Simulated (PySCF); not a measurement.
C5H9N. Atoms are numbered in the order given.

```xyz
15

C      2.1364    -0.5997     0.7748
C      1.5539    -0.3436    -0.4083
N      0.4509     0.4696    -0.6304
C     -0.7224     0.2607    -0.1719
C     -1.1573    -0.9488     0.6240
C     -1.7932     1.2844    -0.4469
H      1.7243    -0.2117     1.7102
H      3.0701    -1.1635     0.8229
H      2.0266    -0.7005    -1.3334
H     -1.3746    -0.6581     1.6660
H     -2.0944    -1.3544     0.2091
H     -0.3893    -1.7324     0.6409
H     -2.2332     1.6474     0.4978
H     -2.6175     0.8364    -1.0281
H     -1.3729     2.1315    -1.0037
```

Geometry: B3LYP-D3(BJ)/def2-SVP. Other conformers were not sampled.

Calculation: PBE/def2-TZVP (PySCF).

ESP charges are fitted to the potential on shells at 1.4 to 2.0 van der Waals radii. Atomic charges (e):

| atom | ESP fit | IAO |
|---|---|---|
| C1 | -0.59 | (withheld) |
| C2 | 0.20 | -0.04 |
| N3 | -0.56 | -0.25 |
| C4 | 0.74 | (withheld) |
| C5 | -0.61 | (withheld) |
| C6 | -0.67 | (withheld) |
| H7 | 0.22 | (withheld) |
| H8 | 0.18 | (withheld) |
| H9 | 0.10 | 0.15 |
| H10 | 0.16 | 0.16 |
| H11 | 0.15 | 0.15 |
| H12 | 0.14 | 0.16 |
| H13 | 0.17 | 0.15 |
| H14 | 0.16 | 0.15 |
| H15 | 0.18 | 0.17 |

Task: Fill in the missing entries. (Estimate from the structure and the level; the computed values follow.)

Result: 
- C1, IAO: -0.39
- C4, IAO: 0.19
- C5, IAO: -0.47
- C6, IAO: -0.45
- H7, IAO: 0.15
- H8, IAO: 0.15

Task: Give the Mayer and Wiberg (Löwdin basis) orders of the bonds. (Estimate from the structure and the level; the computed values follow.)

Result: 
```json
[
 {"bond": "C1–C2", "Mayer": "1.85", "Wiberg": "2.12"},
 {"bond": "C2–N3", "Mayer": "1.14", "Wiberg": "1.49"},
 {"bond": "N3–C4", "Mayer": "1.92", "Wiberg": "2.08"},
 {"bond": "C4–C5", "Mayer": "1.00", "Wiberg": "1.24"},
 {"bond": "C4–C6", "Mayer": "0.99", "Wiberg": "1.25"},
 {"bond": "C1–H7", "Mayer": "0.95", "Wiberg": "0.89"},
 {"bond": "C1–H8", "Mayer": "0.95", "Wiberg": "0.89"},
 {"bond": "C2–H9", "Mayer": "0.95", "Wiberg": "0.83"},
 {"bond": "C5–H10", "Mayer": "0.94", "Wiberg": "0.88"},
 {"bond": "C5–H11", "Mayer": "0.95", "Wiberg": "0.88"},
 {"bond": "C5–H12", "Mayer": "0.96", "Wiberg": "0.88"},
 {"bond": "C6–H13", "Mayer": "0.95", "Wiberg": "0.88"},
 {"bond": "C6–H14", "Mayer": "0.95", "Wiberg": "0.88"},
 {"bond": "C6–H15", "Mayer": "0.96", "Wiberg": "0.89"}
]
```
